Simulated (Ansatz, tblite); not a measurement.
Adding an electron: the cluster Sr4Te4⁺ (the lowest doublet isomer of a short search). Charge 1, multiplicity 2. Geometry: PBE-D4/def2-SVP. Ansatz, gas phase; energy differences of separate SCF runs; the reduced species is a singlet (the triplet lies 1.46 eV higher at PBE0-D4/def2-TZVP).

```tsv
atom	x (Å)	y (Å)	z (Å)
Sr1	0.7799	1.8124	1.4832
Sr2	-0.5581	-1.9882	1.3496
Sr3	2.2864	-0.7501	-1.5726
Sr4	-2.4950	0.9160	-1.0951
Te5	2.4096	-0.9016	1.5305
Te6	0.4735	1.8682	-1.7777
Te7	-2.1351	0.6827	1.9840
Te8	-0.7613	-1.6393	-1.9020
```

In the def2 sets Sr, Te take a core potential; there is no spin–orbit coupling. The xTB rows come from tblite. The structure comes from a short search, and lower isomers may exist.

```json
{"level": "GFN1-xTB", "−HOMO (eV)": "–", "−LUMO (eV)": "–", "vertical EA (eV)": "9.80", "HOMO–LUMO gap (eV)": "–"}
{"level": "GFN2-xTB", "−HOMO (eV)": "–", "−LUMO (eV)": "–", "vertical EA (eV)": "8.06", "HOMO–LUMO gap (eV)": "–"}
{"level": "PBE-D4/def2-TZVP", "−HOMO (eV)": "7.55", "−LUMO (eV)": "6.96", "vertical EA (eV)": "5.04", "HOMO–LUMO gap (eV)": "0.59"}
{"level": "revPBE-D4/def2-TZVP", "−HOMO (eV)": "7.48", "−LUMO (eV)": "6.84", "vertical EA (eV)": "4.95", "HOMO–LUMO gap (eV)": "0.63"}
{"level": "PBE0-D4/def2-TZVP", "−HOMO (eV)": "8.45", "−LUMO (eV)": "6.29", "vertical EA (eV)": "5.06", "HOMO–LUMO gap (eV)": "2.16"}
```

  HOMO and LUMO are the levels of the spin that leaves or enters (xTB has no such levels and no spin-polarisation term). Other spin states of the ions may lie lower, which would lower the ionisation energy or raise the affinity. Raw xTB energy differences between charge states are shifted by several eV; the methods need an empirical correction for them.
